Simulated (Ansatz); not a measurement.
Mulliken charges of CH6GeOSn, SMILES `O=[CH][SnH2][GeH3]` from r2SCAN/def2-TZVPP in Ansatz (PBE0-D4/def2-TZVP geometry).

```csv
atom,x (Å),y (Å),z (Å),charge (e)
O1,-0.479,0.059,-2.923,-0.242
C2,-0.852,0.564,-1.904,0.053
Sn3,0.492,0.857,-0.170,0.397
Ge4,0.217,-1.125,1.490,0.010
H5,-1.913,0.893,-1.800,0.035
H6,0.063,2.328,0.594,-0.119
H7,2.087,0.959,-0.765,-0.109
H8,0.593,-2.445,0.800,-0.004
H9,1.119,-0.929,2.719,-0.009
H10,-1.244,-1.212,1.962,-0.012
```

Task: By hand: the dipole of these point charges (1 e Å = 4.8032 D).

Result: Σ q r = (-0.031, 0.027, 0.452) e Å, of length 0.454 e Å = 2.18 D.

Task: How does the dipole of the full density compare? (Best estimate.)

Result: Ansatz gave: (-0.125, 0.115, 0.355) e Å, 1.89 D; the point charges give 1.15 times that, at 20° from its direction.

Point charges leave out the atoms' own dipoles, such as those of lone pairs, and Mulliken's split depends on the basis, so the two needn't agree.
